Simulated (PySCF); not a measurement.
# UHF on W²⁺ (tungsten, charge +2)

Configuration: [Xe] 4f14 5d4, high-spin 5D determinant. Computed with PySCF 2.14 in def2-TZVPPD with the def2 core potential (60 electrons) (6s5p3d2f1g, 59 functions), with a scalar-relativistic core potential.

| Property | Result |
| --- | --- |
| Total energy | -65.553301 hartree |
| One-electron energy | -104.4641 hartree |
| Hartree (Coulomb) energy | 45.5682 hartree |
| Exchange energy | -6.6573 hartree |
| ⟨S²⟩ | 6.0036 |
| ⟨L²⟩ | 6.028 |
| Sum of ⟨r⟩ | 17.43 bohr |
| Sum of ⟨r²⟩ | 29.79 bohr² |
| Traceless quadrupole moment −½Σ⟨3z² − r²⟩ along its main axis | -1.21 e·bohr² |

```tsv
shell	electrons	mean orbital energy (hartree)	spread (hartree)	rms radius, mean of both spins (bohr)
5s α	1	-4.07193	0	1.16
5s β	1	-3.90532	0	1.16
5p α	3	-2.59937	0.02924	1.36
5p β	3	-2.35033	0.05052	1.36
5d α	4	-0.95403	0.04462	2.00
```

Energies and moments cover only the electrons outside the core potential. Spin-orbit coupling, absent here, splits the open shell strongly.
